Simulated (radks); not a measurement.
The numbers below are computed, except where a source is named.
Species: neutral bismuth. Configuration: [Hg] 6p3.

Code: a radial shooting solver on a logarithmic mesh with Libxc functionals. Model: scalar-relativistic Kohn-Sham, BLYP, spin-polarised, spherical densities, point nucleus; open shells are filled with parallel spins first (spin-orbit coupling, left out, can overturn this in heavy ions).

Energy parts (eV):
| part | energy |
|---|---|
| total | -585912.70 |
| kinetic | 664896.10 |
| electron-nucleus | -1464883.23 |
| Hartree | 224840.67 |
| exchange-correlation | -10766.24 |

Orbitals (lengths in bohr, moments of r in powers of bohr; <r^-3> diverges for s and p1/2):
orbital,occ.,eigenvalue (eV),<r^4>,<r^2>,<r^-3>
1s up,1,-90696.82,3.322e-07,0.0003459,-
1s down,1,-90696.79,3.322e-07,0.0003459,-
2s up,1,-16295.29,0.00004771,0.005240,-
2s down,1,-16295.28,0.00004771,0.005240,-
2p up,3,-13936.02,0.00003997,0.004485,31050
2p down,3,-13936.00,0.00003997,0.004485,31050
3s up,1,-3932.939,0.001708,0.03368,-
3s down,1,-3932.919,0.001708,0.03368,-
3p up,3,-3259.161,0.001919,0.03501,7238
3p down,3,-3259.137,0.001919,0.03501,7238
3d up,5,-2583.373,0.001473,0.02901,871.5
3d down,5,-2583.351,0.001473,0.02901,871.5
4s up,1,-902.1277,0.03700,0.1604,-
4s down,1,-902.0917,0.03699,0.1604,-
4p up,3,-681.4398,0.04989,0.1841,1792
4p down,3,-681.4016,0.04989,0.1841,1792
4d up,5,-429.5193,0.06654,0.2059,191.5
4d down,5,-429.4763,0.06652,0.2059,191.5
4f up,7,-152.1121,0.1041,0.2322,39.35
4f down,7,-152.0629,0.1040,0.2322,39.36
5s up,1,-157.4249,0.8553,0.7723,-
5s down,1,-157.3219,0.8547,0.7723,-
5p up,3,-95.4179,1.522,1.013,343.8
5p down,3,-95.3171,1.515,1.012,343.9
5d up,5,-26.7236,5.449,1.786,24.09
5d down,5,-26.4539,5.207,1.755,24.37
6s up,1,-14.7234,45.02,5.387,-
6s down,1,-13.5207,44.44,5.317,-
6p up,3,-4.8871,192.5,10.60,26.00
6p down,0,-3.5857,244.9,11.59,25.04

The highest occupied level is 6p up at -4.887 eV. Summed over all electrons, <r^2> = 75.18 bohr^2, which gives a Langevin (diamagnetic) susceptibility term of -59.5 x 10^-6 cm^3/mol. The density falls to 0.001 e/bohr^3 at r = 4.76 bohr. Spin moment in Bohr magnetons: 3.
